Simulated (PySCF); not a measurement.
Two species compared at the same levels of theory.

First species: C₈H₈ClP.
SMILES with atom numbers: `[Cl:1][c:2]1[p:3][cH:4][cH:5][cH:6][c:7]1[CH:8]1[CH2:9][CH2:10]1` (hydrogens: H11 on C4; H12 on C5; H13 on C6; H14 on C8; H15, H16 on C9; H17, H18 on C10)

Cartesian coordinates in Å at the PBE0-D3(BJ)/def2-SVP level; atoms count from 1:
```xyz
18
C8H8ClP angstrom
Cl    -0.0802   -1.2544    2.6964
C      0.8533   -0.6569    1.3515
P      2.5677   -0.5091    1.6585
C      3.0857    0.0878    0.1165
C      2.2597    0.3280   -0.9751
C      0.8830    0.1180   -0.9491
C      0.1723   -0.3505    0.1639
C     -1.3054   -0.5438    0.0935
C     -2.2352    0.4956    0.6569
C     -2.1792    0.2585   -0.8216
H      4.1587    0.2823    0.0106
H      2.7058    0.6961   -1.9042
H      0.3112    0.3206   -1.8574
H     -1.6119   -1.5803    0.2742
H     -1.7839    1.4144    1.0410
H     -3.1055    0.1496    1.2197
H     -1.7175    1.0335   -1.4390
H     -3.0161   -0.2531   -1.3032
```

Second species: CH₈B₂SSi.
Atom-mapped SMILES: `[BH2:1][CH2:2][BH:3][S:4][SiH3:5]` (hydrogens: H6, H7 on B1; H8, H9 on C2; H10 on B3; H11, H12, H13 on Si5)

Levels: CAM-B3LYP/def2-SVPD for dipole moment, HOMO energy, LUMO energy, HOMO–LUMO gap, static isotropic polarisability and electronic spatial extent ⟨r²⟩ about the centre of nuclear charge; TDDFT CAM-B3LYP/def2-SVPD for lowest singlet excitation; TDA CAM-B3LYP/def2-SVPD for lowest triplet excitation (Tamm–Dancoff); ΔSCF CAM-B3LYP/def2-SVPD for vertical ionisation energy and vertical electron affinity; PBE0-D3(BJ)/def2-SVP for rotational constant A and rotational constant C. Geometries: PBE0-D3(BJ)/def2-SVP. Each species is one conformer at its optimised geometry, gas phase, non-relativistic unless stated. Electronic properties by PySCF.

Dipoles, sizes and rotational constants follow the conformer. The torsions of the flexible species, by atom-mapped SMILES:
- `[Cl:1][c:2]1[p:3][cH:4][cH:5][cH:6][c:7]1[CH:8]1[CH2:9][CH2:10]1`: C6–C7–C8–C9 -100°
- `[BH2:1][CH2:2][BH:3][S:4][SiH3:5]`: B1–C2–B3–S4 101°, C2–B3–S4–Si5 2°

Values for the first species:

```
Dipole moment                                                     : 2.65 D
HOMO energy                                                       : -8.18 eV
LUMO energy                                                       : -0.67 eV
HOMO–LUMO gap                                                     : 7.51 eV
Lowest singlet excitation                                         : 4.56 eV
Lowest triplet excitation (Tamm–Dancoff)                          : 3.06 eV
Static isotropic polarisability                                   : 128.4 au
Vertical ionisation energy                                        : 8.80 eV
Vertical electron affinity                                        : 0.10 eV
Electronic spatial extent ⟨r²⟩ about the centre of nuclear charge : 1919 bohr²
Rotational constant A                                             : 1.409 GHz
Rotational constant C                                             : 0.571 GHz
```

Task: Estimate the same properties for the second species, and the change in each.

Result: 
```csv
property,first,second,second less first
dipole moment,2.65 D,1.49 D,-1.16 D
HOMO energy,-8.18 eV,-9.31 eV,-1.13 eV
LUMO energy,-0.67 eV,-0.95 eV,-0.28 eV
HOMO–LUMO gap,7.51 eV,8.36 eV,+0.85 eV
lowest singlet excitation,4.56 eV,5.33 eV,+0.77 eV
lowest triplet excitation (Tamm–Dancoff),3.06 eV,4.53 eV,+1.47 eV
static isotropic polarisability,128.4 au,89.6 au,-38.8 au
vertical ionisation energy,8.80 eV,10.07 eV,+1.27 eV
vertical electron affinity,0.10 eV,0.32 eV,+0.22 eV
electronic spatial extent ⟨r²⟩ about the centre of nuclear charge,1919 bohr²,830 bohr²,-1089 bohr²
rotational constant A,1.409 GHz,4.409 GHz,+3.000 GHz
rotational constant C,0.571 GHz,1.529 GHz,+0.958 GHz
```

On the first: From the two ΔSCF values, the fundamental gap I − A is 8.70 eV and the Mulliken electronegativity (I + A)/2 is 4.45 eV. The dipole matches unit charges of opposite sign 0.55 Å apart (1 e·Å = 4.8032 D).

On the second: From the two ΔSCF values, the fundamental gap I − A is 9.75 eV and the Mulliken electronegativity (I + A)/2 is 5.20 eV. In wavenumbers S1 is 43000 cm⁻¹ (1 eV = 8065.54 cm⁻¹).
